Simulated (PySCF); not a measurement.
Computed IR spectrum (relative IR intensity) of a molecule C₂H₁₀N₂OSi. Geometry: PBE-D3(BJ)/def2-SVP. The values are those of a single conformer. Method: PBE-D3(BJ)/def2-SVP run with PySCF. Frequencies are harmonic and unscaled.

Lines under 2 % of the strongest are left out, and lines within 2 cm⁻¹ are merged.

| ν (cm⁻¹) | relative intensity |
|---|---|
| 128 | 3.0 |
| 189 | 6.2 |
| 274 | 7.8 |
| 323 | 15 |
| 331 | 2.4 |
| 395 | 13 |
| 441 | 13 |
| 458 | 46 |
| 694 | 2.9 |
| 718 | 27 |
| 791 | 5.1 |
| 799 | 46 |
| 846 | 34 |
| 873 | 21 |
| 923 | 75 |
| 952 | 15 |
| 1050 | 4.3 |
| 1078 | 18 |
| 1109 | 100 |
| 1412 | 3.5 |
| 1501 | 17 |
| 1581 | 6.9 |
| 2178 | 61 |
| 2947 | 15 |
| 2962 | 4.8 |
| 3032 | 11 |
| 3049 | 7.1 |
| 3369 | 100 |
| 3385 | 19 |
| 3475 | 5.6 |
| 3567 | 6.9 |

Question: Which molecule gave these data?
(A) C[C@@H](N)[Si@H](N)O
(B) CC[Si](N)(N)O
(C) NCCN[SiH2]O
(D) CN[SiH](O)NC

Answer: A, C[C@@H](N)[Si@H](N)O
